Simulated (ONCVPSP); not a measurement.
## Ranking ONCV potentials for He

All share these settings but for the change named:

helium (He), optimised norm-conserving Vanderbilt (ONCV), made with ONCVPSP 4.0.1 (PBE, scalar-relativistic). Core none, reference 1s2. Waves: 1s: rc 0.55 bohr, ncon 3, nbas 6, qcut 9.4 1/bohr, 1 projector; p scattering state at 0.05 Ha: rc 0.50 bohr, ncon 5, nbas 8, qcut 17.7 1/bohr, 2 projectors, debl 1.5 Ha. Local part: polynomial inside 0.45 bohr (lpopt 5, dvloc0 0 Ha). Core correction: none.

Cutoff: the first of the cutoffs (Ha) at which the residual kinetic energy of the hardest occupied pseudo-wave falls to 1 and 0.1 mHa per electron; the density cutoff is not measured.

The base gives 143 Ha.

Of 7 variants that were run, those that failed, showed a ghost or another fault, or gave nearly equal values are left out.

A variant can come out equal or close to the base.

Q: Rank these variants from softest to hardest (loose cutoff).
A. s: ncon 4, nbas 7
B. s: rc 0.72
C. functional LDA (Perdew-Zunger)
D. s: qcut 11.1; p: qcut 20.8
E. reference 1s1.75

A: B (45 Ha), D (68 Ha), C (137 Ha), E (161 Ha), A (242 Ha).
